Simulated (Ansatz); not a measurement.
Isolated molecules relaxed with PBE0-D4/def2-TZVP in Ansatz; ΔE leaves out vibrations. CBS: MP2 limit from def2 TZ/QZ plus the TZ coupled-cluster correction, frozen cores. This one scheme is used for every species. Functionals use def2-TZVPP. Elements past krypton have def2 core potentials. For Ta outer-core shells are correlated without core-valence functions, which leaves a few kJ/mol of doubt a bond. One conformer a species, not always the lowest.

`[CH3][Ta]([NH2])(=[S])[Cl]` + HCl → `[NH2][Ta](=[S])([Cl])[Cl]` + CH₄  (ligand exchange at a Ta–C bond)

```tsv
level	ΔE (kJ/mol)
BHLYP-D4	-184.5
CAM-B3LYP-D4	-179.4
ωB97X-V	-176.2
ωB97M-V	-175.2
revPBE	-178.2
CCSD/def2-SVP	-179.4
CCSD(T)/def2-SVP	-182.0
HF/def2-TZVPP	-183.5
```

Task: What does CCSD(T)/CBS give? (Best estimate.)

Result: Computed: -174.8 kJ/mol. The listed levels differ from it by -9.7, -4.6, -1.4, -0.4, -3.4, -4.6, -7.2, -8.7 kJ/mol.

Largest T1 diagnostic among the species: 0.020.

Leaving LDA and LC-ωPBE aside and taking each functional with its dispersion term where it has one, the values, not all of them listed here, spread over 11.4 kJ/mol, from B97M-V to ωB97M-V. LDA lies +3.9 kJ/mol from PBE without D4. At CCSD(T), def2-SVP lies −7.2 kJ/mol from the extrapolated value and def2-TZVPP +1.1 kJ/mol.
